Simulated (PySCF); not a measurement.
# Radial density of In (indium, neutral)

HSE06, [Kr] 4d10 5s2 5p1, 2P determinant. Calculation: PySCF 2.14, in aug-cc-pwCVTZ-PP with ECP28MDF (8s7p6d4f1g, 96 functions); a scalar-relativistic core potential. This is the valence pseudo-density: the core potential removes the inner electrons and smooths the orbitals near the nucleus.

```json
{"r (bohr)": "0.00929", "4πr²ρ (e/bohr)": "1.241e-05", "4πr²(ρα − ρβ)": "0.0000"}
{"r (bohr)": "0.0156", "4πr²ρ (e/bohr)": "2.853e-05", "4πr²(ρα − ρβ)": "0.0000"}
{"r (bohr)": "0.0263", "4πr²ρ (e/bohr)": "5.500e-05", "4πr²(ρα − ρβ)": "0.0000"}
{"r (bohr)": "0.0442", "4πr²ρ (e/bohr)": "0.0001095", "4πr²(ρα − ρβ)": "0.0000"}
{"r (bohr)": "0.0743", "4πr²ρ (e/bohr)": "0.0003924", "4πr²(ρα − ρβ)": "0.0000"}
{"r (bohr)": "0.125", "4πr²ρ (e/bohr)": "0.003714", "4πr²(ρα − ρβ)": "0.0000"}
{"r (bohr)": "0.210", "4πr²ρ (e/bohr)": "0.05619", "4πr²(ρα − ρβ)": "0.0000"}
{"r (bohr)": "0.354", "4πr²ρ (e/bohr)": "1.189", "4πr²(ρα − ρβ)": "0.0016"}
{"r (bohr)": "0.595", "4πr²ρ (e/bohr)": "13.56", "4πr²(ρα − ρβ)": "0.0244"}
{"r (bohr)": "1.00", "4πr²ρ (e/bohr)": "18.76", "4πr²(ρα − ρβ)": "-0.0095"}
{"r (bohr)": "1.68", "4πr²ρ (e/bohr)": "4.852", "4πr²(ρα − ρβ)": "0.1039"}
{"r (bohr)": "2.83", "4πr²ρ (e/bohr)": "1.282", "4πr²(ρα − ρβ)": "0.3177"}
{"r (bohr)": "4.76", "4πr²ρ (e/bohr)": "0.2451", "4πr²(ρα − ρβ)": "0.1555"}
{"r (bohr)": "8.01", "4πr²ρ (e/bohr)": "0.01377", "4πr²(ρα − ρβ)": "0.0129"}
{"r (bohr)": "13.5", "4πr²ρ (e/bohr)": "6.764e-05", "4πr²(ρα − ρβ)": "0.0001"}
```

Energies and moments cover only the electrons outside the core potential.

**Question.** Where is the radial spin density 4πr²(ρα − ρβ) most negative, and why is it negative at all?

**Answer.** Around r = 1.00 bohr, down to -0.0095 e/bohr: exchange with the open shell polarises the paired shells in an unrestricted calculation.
